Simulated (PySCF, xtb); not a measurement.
Sn(Cl)2(Br)(NH2) (BrCl2H2NSn), SMILES [NH2][Sn]([Cl])([Cl])[Br].

GFN2-xTB run with xtb 6.7.1 at its own geometry gives an orbital gap of 2.21 eV and a dipole moment of 3.11 D.

Geometry: r2SCAN-D4/def2-SVP. The def2 effective core potentials stand for the cores of Sn; spin–orbit coupling is left out. One conformer was computed; it need not be the lowest.

**Question.** What does PBE/def2-TZVP (PySCF) give? (The exact figures need the calculation; the answer reports its results.)

**Answer.** gap 3.45 eV (levels -7.15 and -3.70 eV), dipole 2.69 D.
